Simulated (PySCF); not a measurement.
PySCF input for GaF2, SMILES [F][Ga][F], multiplicity 2, r2SCAN-D4/def2-TZVP. Coordinates come from a r2SCAN-D4/def2-TZVP optimisation. The spin state was assumed, not searched. The isomer is the one that the SMILES or the coordinates give; other isomers of the formula were not compared.

```python
import numpy as np
from pyscf import gto, scf, dft, df
from pyscf.hessian import thermo

mol = gto.M(
    atom='''
    Ga    0.00000000    0.00000000    0.34345885
    F     0.00000000   -1.48617760   -0.59151246
    F     0.00000000    1.48617760   -0.59151246
    ''',
    basis='def2-TZVP',
    charge=0,
    spin=1,
    max_memory=1600,
    verbose=3,
)
mf = dft.UKS(mol, xc='r2scan').density_fit(auxbasis='def2-universal-jkfit')
mf.disp = 'd4'
mf.grids.level = 4
mf.conv_tol = 1e-11
mf.max_cycle = 100
mf.kernel()
fine, coarse = mf.grids, dft.Grids(mol).set(level=1).build(with_non0tab=True)
for _ in range(3):  # follow internal instabilities
    mf.grids = coarse
    mo, _, stable, _ = mf.stability(return_status=True, nroots=4)
    mf.grids = fine
    if stable:
        break
    mf.kernel(mf.make_rdm1(mo, mf.mo_occ))

# [left out here: the lines that compute and print the analytic Hessian (its translational invariance restored by hand, since the grid's response is missing), thermochemistry and intensities]
```

Log of the run:

```

WARN: HOMO -0.213839633937042 >= LUMO -0.213839633937027

converged SCF energy = -2124.5917346907  <S^2> = 0.75315854  2S+1 = 2.0031561
<class 'pyscf.df.df_jk.DFUKS'> wavefunction is stable in the internal stability analysis

WARN: MGGA Hessian is sensitive to dft grids. grids.level 4 may not be dense enough.


WARN: DFTD4 does not support analytical Hessian, using finite difference.


WARN: Mole.unit (angstrom) is changed to Bohr

Mode                                 0                   1                   2
Irrep
Freq [cm^-1]                      179.2670            645.4425            681.3277
Reduced mass [au]                  22.4810             21.1495             23.8760
Force const [Dyne/A]                0.4257              5.1912              6.5302
Char temp [K]                     257.9252            928.6481            980.2788
Normal mode                   x     y     z       x     y     z       x     y     z
       0  Ga                 0.00 -0.00 -0.06    0.00  0.00 -0.04   -0.00  0.06  0.00
       1   F                -0.00 -0.10  0.10    0.00  0.13  0.08    0.00 -0.12 -0.07
       2   F                -0.00  0.10  0.10    0.00 -0.13  0.08    0.00 -0.12  0.07
temperature 298.1500 [K]
pressure 101325.00 [Pa]
Rotational constants [GHz] 23.50677 6.02183 4.79379
Symmetry number 2
Zero-point energy (ZPE) 0.00343 [Eh]   9008.103 [J/mol]
                           tot       elec      trans        rot        vib
Entropy [J/mol/K]       278.896      5.763    167.108     93.294     12.731
Cv [J/mol/K]             40.300      0.000     12.472     12.472     15.357
Cp [J/mol/K]             48.615      0.000     20.786     12.472     15.357
Internal energy [J/mol]                      3718.434   3718.434  11242.274
Internal energy [Eh]   -2124.58462  -2124.59173
Enthalpy [J/mol]                             6197.391   3718.434  11242.274
Enthalpy [Eh]          -2124.58368
Gibbs free energy [J/mol]                  -43625.714 -24097.139   7446.522
Gibbs free energy [Eh] -2124.61535
mode   freq/cm-1   IR/(km/mol)
   1      179.27        21.542
   2      645.44        42.012
   3      681.33       113.690
max |gradient| / (hartree/bohr): 7.213998328530692e-05
APT charges: [ 1.1232 -0.5621 -0.5621]
```

The calculation finished and met its thresholds.

Cost: very roughly 5 core-minutes.
